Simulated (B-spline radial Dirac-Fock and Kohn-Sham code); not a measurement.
Isotope-shift constants of the inner levels of Ag⁺

System: the Ag⁺ ion, configuration [Kr] 4d10.

These are calculated numbers from a radial B-spline solver; the model is first-order field-shift and mass-shift constants from Dirac-Fock ground and hole states with a Fermi nucleus; the mass shift has no relativistic recoil terms. A binding energy shifts by δE = F·δ⟨r²⟩ + (K_N + K_S)·δ(1/M); F is taken for a change of radius at fixed skin thickness and so holds the higher radial moments.

```
     level  F (meV/fm²)  K_N (meV u)  K_S (meV u)
    K (1s)       -57.54       -14050         6605
   L1 (2s)       -6.525        -2105       -150.0
L2 (2p1/2)       0.2898        -1947         2653
L3 (2p3/2)       0.3967        -1851         2393
   M1 (3s)       -1.239       -405.1       -178.3
M2 (3p1/2)      0.06400       -342.0        311.1
M3 (3p3/2)      0.08667       -324.7        244.8
M4 (3d3/2)      0.07387       -213.9        262.1
M5 (3d5/2)      0.07228       -210.5        254.9
```

Line shifts in meV from A = 107 (mass 106.9051 u, rms radius 4.5454 fm); radii from Angeli and Marinova (2013).

```
  A  mass (u)  radius (fm)     Kα1     Kα2     Kβ1    Lα1
 97   96.9239       4.4202       ?       ?       ?      ?
 98   97.9216       4.4518  +41.94  +41.70  +42.21  +0.15
 99   98.9176        4.463  +36.97  +36.77  +37.21  +0.13
100   99.9161       4.4719  +33.17  +32.99  +33.37  +0.11
101  100.9127       4.4799  +29.81  +29.66  +29.97  +0.08
103  102.9090       4.5036  +19.01  +18.91  +19.12  +0.06
104  103.9086       4.5119  +15.42  +15.35  +15.50  +0.04
105  104.9065       4.5269   +8.30   +8.25   +8.36  +0.03
109  108.9048       4.5638   -8.34   -8.29   -8.39  -0.03
```

Question: What are the shifts for A = 97?

Answer: Kα1 +57.34 meV (field +65.03, mass -7.69); Kα2 +57.06 meV (field +64.91, mass -7.85); Kβ1 +57.59 meV (field +64.68, mass -7.09); Lα1 +0.12 meV (field -0.36, mass +0.48).
